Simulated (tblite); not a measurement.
Computed with GFN2-xTB (tblite): harmonic, unscaled wavenumbers at the GFN2-xTB geometry, gas phase. The method is semi-empirical: single wavenumbers can be off by several per cent or more. Modes of hydrogen on phosphorus and silicon can be 10 to 20 % off. One conformer each. Thermal functions are those of the rigid rotor and harmonic oscillator, without mixing of conformers.

Question: Order these by their ideal-gas entropy at 500 K and 1 bar, highest first (J/(mol K)).
A. `C[C@H](CF)OC(C)(C)[SiH3]` (C6H15FOSi)
B. `C#Cc1nncs1` (C4H2N2S)
C. `C1[C@@H]2C=C[C@H](C=1C#N)[C@H]2F` (C8H6FN)
D. `C#CP` (C2H3P)

Answer: A (602.1), C (450.6), B (391.2), D (311.9).

```json
{"SMILES": "C[C@H](CF)OC(C)(C)[SiH3]", "atoms": "24", "mass (u)": "150.09", "symmetry number": "1", "modes under 300 cm⁻¹": "11", "ZPE (kJ/mol)": "510.9", "S translation (J/(mol K))": "182.1", "S rotation": "132.4", "S vibration": "287.6", "S": "602.1", "Cp": "299.7"}
{"SMILES": "N#CC1=C[C@@H]2C=C[C@H]1[C@H]2F", "atoms": "16", "mass (u)": "135.05", "symmetry number": "1", "modes under 300 cm⁻¹": "3", "ZPE (kJ/mol)": "306.5", "S translation (J/(mol K))": "180.8", "S rotation": "128.1", "S vibration": "141.8", "S": "450.6", "Cp": "211.1"}
{"SMILES": "C#Cc1nncs1", "atoms": "9", "mass (u)": "109.99", "symmetry number": "1", "modes under 300 cm⁻¹": "2", "ZPE (kJ/mol)": "132.9", "S translation (J/(mol K))": "178.2", "S rotation": "121.4", "S vibration": "91.6", "S": "391.2", "Cp": "136.2"}
{"SMILES": "C#CP", "atoms": "6", "mass (u)": "58.00", "symmetry number": "1", "modes under 300 cm⁻¹": "2", "ZPE (kJ/mol)": "91.8", "S translation (J/(mol K))": "170.2", "S rotation": "98.6", "S vibration": "43.0", "S": "311.9", "Cp": "83.6"}
```

Entropies and Cp are for 500 K and 1 bar.
